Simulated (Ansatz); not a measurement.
Relaxation of CH4AlBOS (9 atoms, charge 0, multiplicity 1), to a largest force component of 0.02 eV/Å in at most 50 steps.

All numbers below come from Ansatz, UKS B3LYP-D4/STO-3G.

```xyz
9
Properties=species:S:1:pos:R:3
B -1.079 0.537 1.312
C 0.276 -0.064 1.072
O 0.531 -1.111 1.609
S 1.561 0.768 0.028
Al 0.847 -0.363 -1.861
H -1.407 1.616 0.771
H -1.895 0.048 1.997
H -0.275 0.258 -2.773
H 2.812 1.288 -0.234
```

Task: Where does it end, and by what steps?

Result: The run converged. The force dipped under the threshold on the way, but the program's further checks kept it going. Limits of this set-up: minimal basis. After 48 steps the energy has fallen by 6.421 eV; H7 moved furthest, 1.63 Å. Parted: C2–S4. Joined: B1–Al5.

```csv
step,energy less start (eV),largest force component (eV/Å),accepted
0,0.0000,5.933,yes
2,-1.9397,2.229,yes
4,-2.4097,2.059,yes
6,-2.6088,0.289,yes
8,-2.7307,0.656,yes
10,-3.1736,1.425,yes
12,-4.3998,1.874,yes
14,-5.3587,0.846,yes
16,-5.6602,0.611,yes
18,-5.7046,0.271,yes
20,-5.7461,0.525,yes
22,-5.9711,1.128,yes
24,-6.3061,1.005,yes
26,-6.3870,0.663,yes
28,-6.4094,0.119,yes
30,-6.4122,0.054,yes
32,-6.4135,0.088,yes
34,-6.4150,0.158,yes
36,-6.4169,0.033,yes
38,-6.4183,0.183,yes
40,-6.4191,0.043,yes
42,-6.4196,0.074,yes
44,-6.4204,0.014,yes
46,-6.4208,0.107,yes
48,-6.4212,0.019,yes
```

```xyz
9
Properties=species:S:1:pos:R:3
B -1.019 0.227 0.812
C -0.099 -0.106 1.918
O 0.747 -0.362 2.731
S 2.349 0.607 -0.447
Al 0.266 0.518 -0.753
H -1.557 1.252 1.010
H -1.715 -0.681 0.553
H -0.256 0.694 -2.150
H 2.655 0.828 -1.752
```

Run time: 110 s on 1 thread of Intel(R) Xeon(R) 6975P-C (Granite Rapids), on a shared host, peak memory 0.21 GiB.
